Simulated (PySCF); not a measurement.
**Radial density of Pd²⁺ (palladium, charge +2)**

wB97M-V, [Kr] 4d7 5s1, high-spin 5F determinant (an excited configuration). Computed with PySCF 2.14 in x2c-QZVPPall (13s8p7d4f2g, 118 functions), with the spin-free X2C one-electron Hamiltonian (Gaussian nucleus).

```csv
r (bohr),4πr²ρ (e/bohr),4πr²(ρα − ρβ)
0.0315,54.48,0.0005
0.0530,52.20,0.0099
0.0892,72.88,0.1120
0.150,56.62,0.4172
0.252,55.39,0.6757
0.425,39.74,0.0048
0.714,15.63,1.5085
1.20,12.52,2.5422
2.02,2.563,1.2092
3.40,0.2965,0.2469
5.72,0.004767,0.0046
9.62,1.029e-05,0.0000
```

Densities and radii are taken from the X2C orbitals without a picture-change correction, which distorts them close to the nucleus.
